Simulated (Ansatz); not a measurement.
```
atom    x (Å)    y (Å)   z (Å)
   C   2.4914  -0.0600  0.0000
   C   2.1276   1.2976  0.0000
   C   1.2976   2.1276  0.0000
   C  -0.0600   2.4914  0.0000
   C  -1.1937   2.1876  0.0000
   C  -2.1876   1.1937  0.0000
   C  -2.4914   0.0600  0.0000
   C  -2.1276  -1.2976  0.0000
   C  -1.2976  -2.1276  0.0000
   C   0.0600  -2.4914  0.0000
   C   1.1937  -2.1876  0.0000
   C   2.1876  -1.1937  0.0000
```

Basis set: def2-TZVP (spherical functions). Charge 0, multiplicity 1.

Computed with Ansatz (development build ahead of 0.2.0); each method stands on the lowest determinant of its kind that the runs found. Restricted functionals stand beside restricted open-shell atoms, which can lie above the unrestricted atoms usual in DFT and then raise those values.

**Question.** Give the atomization energy at this shape (free ground-state atoms in the same class of orbitals less the molecule, no zero-point energy) of singlet C₁₂ by ωB97X (unrestricted), PBE0 (restricted), PBE0 (unrestricted), RHF.

**Answer.**

```tsv
method	atomization energy
ωB97X (unrestricted)	1632.65 kcal/mol
PBE0 (restricted)	1698.03 kcal/mol
PBE0 (unrestricted)	1683.46 kcal/mol
RHF	1126.24 kcal/mol
```

Caution for RHF: in another basis set an unrestricted determinant lies well below.

The shape needn't be a minimum at these levels.
